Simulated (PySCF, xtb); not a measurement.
AlH2O2, SMILES [OH][Al+][OH], charge +1.

GFN2-xTB run with xtb at its own geometry gives an orbital gap of 3.63 eV.

The structure is a stationary point at B3LYP-D3(BJ)/def2-TZVP. The spin state was assumed, not searched. The isomer is the one that the SMILES or the coordinates give; other isomers of the formula were not compared. The values are those of a single conformer.

Q: What does PBE/def2-TZVPD in PySCF give? (Estimate from the structure and the level; the computed values follow.)

A: gap 4.98 eV (levels -14.27 and -9.29 eV).
